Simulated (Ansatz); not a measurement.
C$_{2}$H$_{6}$OZn, triplet, at the geometry of the source list (a higher spin typed on purpose: for a closed-shell molecule this is an excited state); Ansatz (a program for electronic structure) with BHLYP/6-31G*.

The Ansatz input:
Ansatz 0.2 input:
```yaml
crystal:
  periodic: [false, false, false]
  atoms:
    - {symbol: Zn, position_ang: [1.01820000, 0.69780000, 0.89030000]}
    - {symbol: C, position_ang: [0.34110000, -0.64110000, -0.45740000]}
    - {symbol: C, position_ang: [-1.00680000, -0.29150000, -1.07450000]}
    - {symbol: H, position_ang: [0.24890000, -1.57630000, 0.09250000]}
    - {symbol: H, position_ang: [1.06390000, -0.80590000, -1.25070000]}
    - {symbol: H, position_ang: [-0.95520000, 0.62120000, -1.66360000]}
    - {symbol: H, position_ang: [-1.77450000, -0.16580000, -0.31420000]}
    - {symbol: H, position_ang: [-1.32120000, -1.09920000, -1.73790000]}
    - {symbol: O, position_ang: [0.92110000, 1.32930000, 2.50770000]}
    - {symbol: H, position_ang: [1.46450000, 1.93140000, 3.00790000]}
basis:
  gaussian:
    orbitals: 6-31G*
hamiltonian:
  xc: {name: BHLYP}
magnetization: {spin_polarized: true, initial_magnetization: 2}
accuracy: high
```

**Question.** Predict the main parts of the log of this Ansatz run.

**Answer.** 
```
Functional definition: BHLYP
2026 factors; integrals over basis functions are off by at most 8.6e-9 eV
mean field evaluation 1: about -52614.4773 eV, gradient 4.3e1 eV
mean field evaluation 2: about -52589.1046 eV, gradient 8.5e1 eV
mean field evaluation 4: about -52621.6774 eV, gradient 4.7e0 eV
mean field evaluation 8: about -52621.8414 eV, gradient 2.5e-1 eV
mean field evaluation 16: about -52621.8444 eV, gradient 1.9e-3 eV
mean field evaluation 32: about -52621.8444 eV, gradient 3.7e-7 eV
mean field -52621.84439807 eV, -1933.8171132617 hartree, gradient 7.4e-8 eV, S^2 2.006479; 2 other end points of the search recorded, 0 dependent functions left out
reference -52621.84442616 eV, -1933.8171142941 hartree; 29, 27 occupied and 64, 66 virtual orbitals, 2026 factors
Total energy: -52621.84442616 eV, -1933.8171142941 hartree
```
